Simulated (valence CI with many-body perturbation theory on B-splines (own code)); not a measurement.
# Sm12+: calculated level list

Level of theory: configuration interaction combined with many-body perturbation theory (CI+MBPT): four valence electrons over a frozen Dirac-Fock core [Kr] 4d10, a basis of 7 s, 7 p, 7 d, 7 f, 4 g, 2 h functions for each j, with the one-electron correlation potential Σ1, the two-electron term Σ2, the three-electron term Σ3, Breit, model QED; selected CI, second order for the rest, scaled by the run's own slope (own B-spline code, finite nucleus).

No measured spectrum was set against this ion. As an estimate, terms of the open shell hold to a few per cent of their energy, and close levels can change places; configurations with another count of f electrons can be misplaced by thousands of cm⁻¹.

Levels 91 to 135 of 218, with energies above the lowest level, 4f2.5s2 3H_4. "Leading %" is the weight of the configuration and term that name the level; weights of strongly mixed levels are sums over their largest components and can fall short. In the jj column 3d3/2^4 stands for four electrons in 3d with j = 3/2. Lifetimes count E1, E2, E3, M1 and M2 decay at the calculated energies, and are blank where another channel may lead or the interval is too uncertain; long ones can be off by a factor of two.

```tsv
No.	Configuration	Term	J	E (cm⁻¹)	Leading %	g	Lifetime	Leading jj
91	4f3.5s	1F°	3	150880	90	1.008	2.23 μs	4f5/2 4f7/2^2 5s (43 %)
92	4f3.5s	3G°	5	156390	98	1.197	1.17 μs	4f5/2 4f7/2^2 5s (64 %)
93	4f3.5s	3G°	4	157190	97	1.049	1.57 μs	4f5/2 4f7/2^2 5s (59 %)
94	4f3.5s	3G°	3	158110	97	0.755	1.41 μs	4f5/2 4f7/2^2 5s (54 %)
95	4f2.5s.5p	5I°	4	161520	61	0.707	11.2 ns	4f5/2^2 5s 5p1/2 (86 %)
96	4f3.5s	1G°	4	164560	97	1.002	1.63 μs	4f5/2 4f7/2^2 5s (58 %)
97	4f2.5s.5p	5I°	5	166520	50	0.999	7.96 ns	4f5/2 4f7/2 5s 5p1/2 (72 %)
98	4f2.5s.5p	5G°	2	170230	74	0.471	16.7 ns	4f5/2^2 5s 5p1/2 (66 %)
99	4f.5s2.5p	3F	3	170840	34	0.949	5.13 μs	4f5/2 5s^2 5p3/2 (93 %)
100	4f2.5s.5p	5H°	3	171180	63	0.627	2.62 ns	4f5/2^2 5s 5p1/2 (69 %)
101	4f2.5s.5p	5H°	6	172020	44	1.172	7.51 ns	4f7/2^2 5s 5p1/2 (51 %)
102	4f2.5s.5p	5H°	4	173680	41	0.945	1.93 ns	4f5/2 4f7/2 5s 5p1/2 (51 %)
103	4f2.5s.5p	5G°	3	173860	52	1.004	7.09 ns	4f5/2 4f7/2 5s 5p1/2 (85 %)
104	4f2.5s.5p	3H°	5	175080	26	1.076	1.69 ns	4f5/2^2 5s 5p1/2 (49 %)
105	4f2.5s.5p	5G°	4	175980	28	1.202	10.7 ns	4f5/2 4f7/2 5s 5p1/2 (75 %)
106	4f.5s2.5p	3F	4	176160	51	1.153	3.49 μs	4f7/2 5s^2 5p3/2 (52 %)
107	4f.5s2.5p	3D	2	178550	49	0.964	3.07 μs	4f5/2 5s^2 5p3/2 (95 %)
108	4f2.5s.5p	3H°	6	179250	37	1.193	1.92 ns	4f5/2 4f7/2 5s 5p1/2 (56 %)
109	4f2.5s.5p	5H°	7	181020	50	1.224	2.28 ns	4f7/2^2 5s 5p1/2 (65 %)
110	4f2.5s.5p	5F°	2	181290	32	1.086	1.84 ns	4f5/2^2 5s 5p1/2 (52 %)
111	4f2.5s.5p	5F°	1	181750	55	0.327	1.51 ns	4f5/2^2 5s 5p1/2 (56 %)
112	4f.5s2.5p	3D	3	182000	57	1.210	3.32 μs	4f7/2 5s^2 5p3/2 (92 %)
113	4f2.5s.5p	5D°	3	182420	33	1.249	1.95 ns	4f5/2 4f7/2 5s 5p1/2 (61 %)
114	4f2.5s.5p	5G°	5	182600	29	1.133	1.92 ns	4f5/2 4f7/2 5s 5p1/2 (53 %)
115	4f2.5s.5p	3H°	4	183070	30	0.989	3.60 ns	4f7/2^2 5s 5p1/2 (36 %)
116	4f.5s2.5p	3G	5	183200	98	1.199	2.12 μs	4f7/2 5s^2 5p3/2 (98 %)
117	4f.5s2.5p	3D	1	184040	98	0.497	1.80 μs	4f5/2 5s^2 5p3/2 (98 %)
118	4f2.5s.5p	5D°	4	184610	44	1.278	2.34 ns	4f5/2 4f7/2 5s 5p1/2 (48 %)
119	4f2.5s.5p	3I°	5	186180	36	1.052	1.27 ns	4f5/2 4f7/2 5s 5p1/2 (81 %)
120	4f.5s2.5p	1G	4	187200	76	1.036	2.45 μs	4f5/2 5s^2 5p3/2 (52 %)
121	4f3.5s	3F°	4	187350	61	1.159	6.06 ns	4f5/2^2 4f7/2 5s (33 %)
122	4f3.5s	3F°	4	188000	35	1.103	3.83 ns	4f5/2 4f7/2 5s 5p1/2 (41 %)
123	4f3.5s	3F°	3	188490	84	1.059	16.9 ns	4f5/2 4f7/2^2 5s (42 %)
124	4f3.5s	3F°	2	189700	95	0.672	139 ns	4f5/2 4f7/2^2 5s (83 %)
125	4f2.5s.5p	3G°	3	189850	56	0.888	1.91 ns	4f5/2 4f7/2 5s 5p1/2 (48 %)
126	4f2.5s.5p	3F°	2	190570	35	0.896	2.43 ns	4f5/2 4f7/2 5s 5p1/2 (58 %)
127	4f2.5s.5p	3F°	4	191550	39	1.044	1.40 ns	4f5/2 4f7/2 5s 5p1/2 (61 %)
128	4f2.5s.5p	3G°	5	191560	38	1.091	1.67 ns	4f7/2^2 5s 5p1/2 (48 %)
129	4f2.5s.5p	3G°	3	192460	43	0.967	1.77 ns	4f5/2 4f7/2 5s 5p1/2 (51 %)
130	4f2.5s.5p	3I°	6	193550	36	1.091	1.26 ns	4f7/2^2 5s 5p1/2 (56 %)
131	4f.5s2.5p	1D	2	194240	63	1.043	1.92 μs	4f7/2 5s^2 5p3/2 (96 %)
132	4f2.5s.5p	3F°	2	194760	25	1.207	9.47 ns	4f5/2 4f7/2 5s 5p1/2 (72 %)
133	4f2.5s.5p	5D°	0	196020	90		30.1 ns	4f5/2^2 5s 5p1/2 (50 %)
134	4f3.5s	1F°	3	196050	96	1.001	267 ns	4f5/2 4f7/2^2 5s (57 %)
135	4f2.5s.5p	3H°	5	196260	37	1.129	1.58 ns	4f7/2^2 5s 5p1/2 (75 %)
```

Names give the largest LS component (configuration and term), which can be under half, so a name can repeat, a term be missing and a line seem to break the LS rules; names also repeat where a configuration has a term twice.

Where two levels of one J and parity lie close, their mixing, g and order are uncertain.
